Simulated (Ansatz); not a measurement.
Geometry optimisation, UKS LDA/STO-3G in Ansatz 0.2.0.

input.yaml

```yaml
crystal:
  periodic: [false, false, false]
  atoms:
    - { symbol: O, position_ang: [-1.6424, 0.0393, 1.6973] }
    - { symbol: Si, position_ang: [-0.1684, -0.0417, 1.097] }
    - { symbol: C, position_ang: [0.1354, -1.1353, -0.381] }
    - { symbol: C, position_ang: [0.6765, 0.1781, -1.1067] }
    - { symbol: "N", position_ang: [-0.1593, 1.0482, -0.2165] }
    - { symbol: H, position_ang: [-2.3142, 0.5036, 1.0594] }
    - { symbol: H, position_ang: [0.9563, 0.3367, 2.0181] }
    - { symbol: H, position_ang: [-0.689, -1.5932, -0.7883] }
    - { symbol: H, position_ang: [0.9598, -1.87, -0.2219] }
    - { symbol: H, position_ang: [1.6907, 0.3482, -1.0679] }
    - { symbol: H, position_ang: [0.2747, 0.2195, -2.1307] }
    - { symbol: H, position_ang: [0.357, 1.9115, 0.0751] }
magnetization:
  spin_polarized: true
basis:
  gaussian: { orbitals: STO-3G }
hamiltonian:
  xc: lda
relax:
  f_tol: 0.02
  max_steps: 40
output:
  orbitals: {}
```

Command:

```bash
$ ansatz run input.yaml --threads 1 --pin off --max-ram 2048MiB --backend cpu --events-out ev --progress --plain --runs-dir out
```

Problem. Where does it end, and by what steps?

Solution. The run converged. Limits of this set-up: minimal basis. After 10 steps the energy has fallen by 1.449 eV; H7 moved furthest, 0.47 Å.

```csv
step,energy less start (eV),largest force component (eV/Å),accepted
0,0.0000,5.898,yes
1,-1.1759,1.726,yes
2,-1.3970,0.823,yes
3,-1.3531,2.190,no
4,-1.4339,0.210,yes
5,-1.4432,0.312,yes
6,-1.4472,0.078,yes
7,-1.4485,0.049,yes
8,-1.4487,0.038,yes
9,-1.4489,0.024,yes
10,-1.4489,0.016,yes
```

```xyz
12
Properties=species:S:1:pos:R:3
O -1.713 0.138 1.839
Si -0.186 0.055 1.115
C 0.211 -1.094 -0.328
C 0.597 0.186 -1.140
N 0.040 1.199 -0.192
H -2.348 0.253 1.041
H 0.716 0.020 2.262
H -0.643 -1.631 -0.766
H 1.044 -1.797 -0.194
H 1.701 0.253 -1.277
H 0.139 0.235 -2.154
H 0.519 2.129 -0.173
```

The run took 30 s on 1 thread of Arm Neoverse V1, with other jobs on the host, peak memory 0.16 GiB.
